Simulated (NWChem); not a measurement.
System: TiCl$_{3}$, doublet; SMILES [Cl][Ti]([Cl])[Cl]

```xyz
4

Ti     0.0073     0.0197     0.0123
Cl     2.1257    -0.2569    -0.4470
Cl    -0.8717    -0.9775     1.7442
Cl    -1.2398     1.2899    -1.2552
```
Atoms are numbered in this order, from 1.

Level: PBE0/def2-SVP, spin-unrestricted (NWChem), optimised geometry, unscaled harmonic frequencies. 

| frequency (cm⁻¹) | IR intensity (km/mol) |
|---|---|
| 83 | 23.8 |
| 101 | 1.4 |
| 101 | 1.3 |
| 367 | 0.0 |
| 512 | 158.9 |
| 512 | 158.3 |

| Quantity | Result |
|---|---|
| zero-point energy | 2.4 kcal/mol |
| thermal correction to the enthalpy at 298.15 K (with zero-point energy) | 6.7 kcal/mol |
| heat capacity Cv | 15.8 cal/(mol K) |
| entropy at 298.15 K and 1 atm (symmetry number 1, electronic part: spin degeneracy alone) | 84.1 cal/(mol K) |
| dipole moment | 0.01 D |

Rigid rotor and harmonic oscillator; modes under 100 cm⁻¹ make the entropy uncertain.
